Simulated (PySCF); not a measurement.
An unknown gives this computed stick spectrum. Method: TDDFT CAM-B3LYP/def2-SVPD, vertical, gas phase, core orbitals frozen in the response (PySCF). Geometries: PBE0-D3(BJ)/def2-SVP, one conformer each.

| state | λ (nm) | f |
| --- | --- | --- |
| S1 | 185.3 | 0.029 |
| S2 | 176.9 | 0.191 |
| S3 | 169.7 | 0.043 |
| S4 | 169.1 | 0.088 |
| S5 | 164.5 | 0.014 |
| S6 | 163.6 | 0.037 |
| S7 | 160.9 | 0.0006 |
| S8 | 160.1 | 0.132 |
| S9 | 158.9 | 0.033 |
| S10 | 157.8 | 0.024 |

Orbital energies (eV): HOMO-3 -9.93, HOMO-2 -9.77, HOMO-1 -9.74, HOMO -9.03, LUMO 0.89, LUMO+1 1.02, LUMO+2 1.13.

Question: Which candidate is it?
A. `B/C=C/C=C`
B. `C1([SiH2][SiH2][SiH3])CC1`
C. `C=C[CH2][AlH][CH3]`
D. `[SiH3]NC1CC1`

Answer: B. Its S1, at 6.69 eV, is the highest among the candidates; the nearest of the others has S1 at 6.22 eV. S1 is HOMO→LUMO (53%), HOMO→LUMO+3 (16%), HOMO→LUMO+1 (13%). Löwdin shares by element: HOMO silicon 72%, carbon 6% or more (atoms not listed hold the other 22%); LUMO silicon 57%, hydrogen 9% or more (atoms not listed hold the other 34%). At the same level the other candidates give, for their lowest levels:
- `B/C=C/C=C`: 254 nm (f 0.708); 234 nm (f 0.000); 226 nm (f 0.001); 180 nm (f 0.002); 177 nm (f 0.007); T1 2.67 eV; HOMO -8.53, LUMO -1.32 eV
- `C=C[CH2][AlH][CH3]`: 265 nm (f 0.005); 223 nm (f 0.003); 209 nm (f 0.016); 192 nm (f 0.312); 179 nm (f 0.007); T1 4.01 eV; HOMO -7.86, LUMO -0.12 eV
- `[SiH3]NC1CC1`: 199 nm (f 0.009); 174 nm (f 0.013); 170 nm (f 0.007); 169 nm (f 0.009); 166 nm (f 0.043); T1 5.93 eV; HOMO -8.25, LUMO 1.27 eV

Conformer computed: `[SiH3:1][SiH2:2][SiH2:3][CH:4]1[CH2:5][CH2:6]1`: Si1–Si2–Si3–C4 78°, Si2–Si3–C4–C5 44°.
Triplets come from the Tamm–Dancoff approximation.

Without π bonds the low states are Rydberg-like; a valence basis with one diffuse set may place them up to an eV too high.
